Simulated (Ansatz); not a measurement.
`C[Se][SiH2]Cl` + `BNCC` → `BN(CC)[SiH2]Cl` + `C[SeH]`  (ligand exchange at the Si–Se bond)

Gas-phase electronic energies from Ansatz, PBE0-D4/def2-TZVP geometries. CBS: MP2 limit from def2 TZ/QZ plus the TZ coupled-cluster correction, frozen cores. Functionals use def2-TZVPP. B3LYP here is the variant with VWN-RPA as its local correlation; programs differ in this. For Se outer-core shells are correlated without core-valence functions, which leaves a few kJ/mol of doubt a bond. Scalar relativity is left out up to krypton. Each species was taken in one conformer, which may not be the lowest.

| level | ΔE (kcal/mol) | difference from CCSD(T)/CBS |
| --- | --- | --- |
| PBE-D4 | 7.4 | 2.8 |
| r2SCAN-D4 | 5.8 | 1.2 |
| PBE0-D4 | 6.5 | 1.9 |
| B3LYP-D4 | 4.6 | 0.0 |
| ωB97X-V | 4.2 | -0.4 |
| ωB97M-V | 4.1 | -0.5 |
| B2PLYP | 4.8 | 0.2 |
| PBE | 8.2 | 3.6 |
| r2SCAN | 6.1 | 1.5 |
| PBE0 | 7.3 | 2.7 |
| B3LYP | 5.9 | 1.3 |
| HF/def2-TZVPP | 3.3 | -1.3 |
| MP2/def2-TZVPP | 3.7 | -0.9 |
| SCS-MP2/def2-TZVPP | 3.1 | -1.5 |
| CCSD/def2-TZVPP | 3.0 | -1.6 |
| CCSD(T)/def2-TZVPP | 3.1 | -1.5 |
| HF/def2-QZVPP | 3.1 | -1.5 |
| MP2/def2-QZVPP | 4.4 | -0.2 |
| SCS-MP2/def2-QZVPP | 3.7 | -0.9 |
| HF/CBS(def2) | 3.0 | -1.6 |
| MP2/CBS(def2) | 5.1 | 0.5 |
| CCSD/CBS(def2) | 4.4 | -0.2 |
| CCSD(T)/CBS | 4.6 | 0 |

Largest T1 diagnostic among the species: 0.012.

From PBE to PBE0 (25 % exact exchange), in def2-TZVPP and without D4, ΔE moves by −0.9 kcal/mol. The D4 term adds −1.2 kcal/mol with B3LYP and −0.8 kcal/mol with PBE0; it sums over pairs of atoms, weighted by their polarisabilities, and B3LYP, whose exchange is more repulsive, gets the larger term.
